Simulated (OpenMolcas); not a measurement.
A run on Cl²⁺.

```json
{
  "Program": "OpenMolcas 26.06",
  "Method": "XMS-CASPT2, IPEA 0.25 Eh, imaginary shift 0.1 Eh (closed shells correlated: 2s 2p)",
  "Basis": "ANO-RCC-VTZP [5s4p2d1f]",
  "Scalar Hamiltonian": "DKH2, point nucleus",
  "Active space": "5 electrons in 4 orbitals (3s 3p)",
  "State averaging": "2S+1 = 4 odd, 1 root; 2S+1 = 2 odd, 11 roots; 2S+1 = 4 even, 3 roots; 2S+1 = 2 even, 9 roots",
  "Spin-orbit coupling": "RASSI with atomic mean-field integrals over the reference wave functions, term energies averaged over their components"
}
```

First CASPT2 step and the start of its output:

```
&CASPT2
Multistate=1 1
Frozen=1 0
IPEA=0.25
Imaginary=0.1
MaxIter=60
WThr=0.0 0.3 0.05
PrWF=0.5
NoMix
```

```
--- CASPT2 ---
Orbital specifications:
      -----------------------

      Symmetry species                           1   2
                                                ag  au
      Frozen orbitals                            1   0
      Inactive orbitals                          1   3
      Active orbitals                            1   3
      Secondary orbitals                        12  13
      Deleted orbitals                           0   0
      Number of basis functions                 15  19
Type of calculation                        SS-CASPT2
      Fock operator                              state-specific
      IPEA shift                                 0.25
      Real shift                                 0.00
      Imaginary shift                            0.10
      The input orbitals will be transformed to quasi-canonical
Reference energy:        -459.6354724645
      E2 (Non-variational):      -0.1183419422
      Shift correction:          -0.0001489884
      E2 (Variational):          -0.1184909307
      Total energy:            -459.7539633952
      Residual norm:              0.0000001068
      Reference weight:           0.96374
      Contributions to the CASPT2 correlation energy
      Active & Virtual Only:         -0.0980789575
      One Inactive Excited:          -0.0099454949
      Two Inactive Excited:          -0.0103174899
::    CASPT2 Root  1     Total energy:   -459.75396340
--- CASPT2 ---
Orbital specifications:
      -----------------------

      Symmetry species                           1   2
                                                ag  au
      Frozen orbitals                            1   0
      Inactive orbitals                          1   3
      Active orbitals                            1   3
...
```

Over all roots the printed reference weights run from 0.58 to 0.96, and roots that are degenerate in the reference spread by up to 3900 cm-1.

Task: Did the run give usable levels, and if not, why?

Result: No. The equations converged, but the reference weight falls to 0.58 for at least one root against 0.96 for the best. A drop of that size marks an intruder state, so the energies of such roots and the levels built on them can't be trusted.
